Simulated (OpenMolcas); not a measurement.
Nb4+ with 6 ligands (chloride) in octahedral coordination (Oh) at 2.44 Å. A charge of +0.333 e stands 3.2 Å behind each ligand. Ligand basis ANO-RCC-VDZP.
```
Nb    0.0000    0.0000    0.0000
Cl    2.4400    0.0000    0.0000
Cl    0.0000    2.4400    0.0000
Cl   -2.4400    0.0000    0.0000
Cl    0.0000   -2.4400    0.0000
Cl    0.0000    0.0000    2.4400
Cl    0.0000    0.0000   -2.4400
```

```json
{
  "Program": "OpenMolcas",
  "Method": "CASSCF",
  "Basis": "ANO-RCC-VTZP [7s6p4d2f1g]",
  "Scalar Hamiltonian": "DKH2, point nucleus",
  "Active space": "1 electron in 5 orbitals (4d)",
  "State averaging": "2S+1 = 2 even, 5 roots",
  "Spin-orbit coupling": "RASSI with atomic mean-field integrals over the reference wave functions"
}
```

(1) What is the spin-free ground state (labels of O, the rotations of Oh)?

(2) Where is the first state of the same spin?

(3) What are the lowest two levels with spin-orbit coupling?

(4) What is χT at 300 K, and how does it compare with the textbook value?

(5) Which ligand-field parameters describe the states?

Answers

(1) 2T2, 3-fold in its orbital part; it has the highest spin that d1 allows.

(2) 2E at 22100 cm-1 above the ground state.

(3) A 4-fold level Γ8, then a 2-fold level 900.7 cm-1 above it. Their leading multiplicities are 2 (100 %) and 2 (100 %).

(4) The lowest level has 2S+1 = 2, for which the spin-only value is χT = S(S+1) / 2 = 0.375 cm3 K/mol (g = 2). The computed 0.164 at 300 K differs by -0.211, through orbital momentum, spin-orbit coupling and any other state in reach. With a threefold ground state the orbital momentum is unquenched, so the spin-only value is not expected to hold.

(5) The gap between the two states is 10Dq = 22087 cm-1. 

An orbital triplet at a regular site is open to Jahn-Teller coupling, which can distort the site and quench the lowest spin-orbit gaps and is left out. The least metal-like active orbital is 73 % on the metal (Löwdin) and no ligand orbital is active, so the numbers are rough. With metal d orbitals alone the field can be off either way by tens of per cent. Ligand-to-metal charge-transfer states are missing. No measured value stands beside these numbers; the geometry is a model, was not optimised and need not be the one that this ion takes.
